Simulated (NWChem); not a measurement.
# Relativistic effects in ISn

```xyz
2

Sn     0.0000     0.0000    -1.4186
I      0.0000     0.0000     1.3383
```
Charge 0, spin multiplicity 2.

The numbers come from NWChem runs, not from measurements. The geometry was optimised at UPBE/def2-SVP with def2 effective core potentials on Sn, I, a minimum by its harmonic frequencies.

Functional PBE, all-electron basis x2c-SVPall-2c, contracted for the X2C Hamiltonian and used here with ZORA. The ion keeps the geometry and has multiplicity 1 in the scalar run; the spin-orbit run starts from the same electron counts.

Costs are rough ratios of processor time within this set of runs, SCF included, with scalar ZORA as 1.

The spin multiplicity of the parent species was assumed, not shown to be that of its ground state. The structure started from a generated list of species. The stability of the SCF solutions was not checked.

```tsv
Hamiltonian	ΔSCF ionisation energy (eV)	relative cost
scalar ZORA	6.79	1
spin-orbit ZORA	___	under 3
```

Question: Some entries are withheld; supply them.

Answer: 
- spin-orbit ZORA, ΔSCF ionisation energy (eV): 6.92
